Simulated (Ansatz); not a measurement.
Program: Ansatz. Geometries: PBE0-D4/def2-TZVP. ΔE: electronic, gas phase. CCSD(T)/CBS adds triple-zeta CCSD(T) − MP2 to the extrapolated MP2 energy (def2 sets, frozen cores). DFT in def2-TZVPP. B3LYP here is the variant with VWN-RPA as its local correlation; programs differ in this. Each species was taken in one conformer, which may not be the lowest.

Consider the cleavage of the Si–Al bond: `[BH2][Al]([SiH3])[O][SiH3]` + `NC(O)O` → `OC(O)N[SiH3]` + `[BH2][AlH][O][SiH3]`.

(1) Is it downhill or uphill in electronic energy at CCSD(T)/CBS, and by how much? (An estimate is asked.)

(2) What do these levels give: PBE0-D4, B3LYP-D4, ωB97M-V, r2SCAN, B3LYP, HF/def2-TZVPP, MP2/def2-TZVPP, SCS-MP2/def2-TZVPP, CCSD(T)/def2-TZVPP, HF/def2-QZVPP, HF/CBS(def2), MP2/CBS(def2)? (Estimate.)

Largest T1 diagnostic among the species: 0.013.

Results:

(1) Ansatz gave: Downhill: ΔE = -29.8 kJ/mol.

(2) Ansatz gave: PBE0-D4 -15.7, B3LYP-D4 -30.2, ωB97M-V -35.9, r2SCAN -23.7, B3LYP -27.8, HF/def2-TZVPP -45.0, MP2/def2-TZVPP -38.4, SCS-MP2/def2-TZVPP -40.3, CCSD(T)/def2-TZVPP -28.5, HF/def2-QZVPP -46.5, HF/CBS(def2) -46.8, MP2/CBS(def2) -39.6 kJ/mol.

From PBE to PBE0 (25 % exact exchange), in def2-TZVPP and without D4, ΔE moves by −6.4 kJ/mol. In def2-TZVPP, CCSD(T) changes the Hartree–Fock value by +16.5 kJ/mol (the triples alone add +2.0 kJ/mol) and MP2 by +6.6 kJ/mol.
